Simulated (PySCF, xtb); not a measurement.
CdTe, SMILES [Cd]=[Te].

GFN2-xTB (xtb) at its own geometry gives an orbital gap of 2.49 eV and a dipole moment of 6.81 D.

Geometry optimised at PBE0-D3(BJ)/def2-TZVP. The def2 effective core potentials stand for the cores of Cd, Te; spin–orbit coupling is left out.

**Question.** What does PySCF with M06-2X/def2-TZVPD give? (An estimate is asked for; the answer gives what the named calculation found.)

**Answer.** gap 3.35 eV (levels -6.80 and -3.45 eV), dipole 5.37 D.
